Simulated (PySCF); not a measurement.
**Dipole response of Re²⁺ (rhenium, charge +2)**

[Xe] 4f14 5d5, high-spin 6S determinant. Calculation: PySCF 2.14, in aug-cc-pVQZ-PP with ECP60MDF (7s7p6d4f3g2h, 135 functions); a scalar-relativistic core potential. Coupled (time-dependent) response in atomic units; α is the mean over directions.

| method | mean α (bohr³) | C₆ (like pair) | S(−4) |
| --- | --- | --- | --- |
| UHF | 11.07 | 67.72 | 38.92 |
| PBE | 12.38 | 76.65 | 54.68 |

S(−4) is the Cauchy moment in α(ω) = α(0) + S(−4) ω² + …

α(iu) at UHF:

```tsv
u (hartree)	α(iu) (bohr³)
0	11.07
0.0500	10.98
0.100	10.71
0.200	9.821
0.300	8.783
0.500	6.957
0.750	5.325
1.00	4.194
1.50	2.776
2.00	1.956
3.00	1.100
5.00	0.4735
```

A single London oscillator, α(iu) = α/(1 + u²/ω²), gives C₆ = (3/4) ω α². Matching the computed C₆ needs ω = 4 × 67.72 / (3 × 11.07²) = 0.737 hartree.

For an ion, C₆ is the dispersion term alone; charge-induced terms of lower order in 1/R come first.

Energies and moments cover only the electrons outside the core potential. Spin-orbit coupling, which splits the p, d and f shells strongly at this Z, is absent.
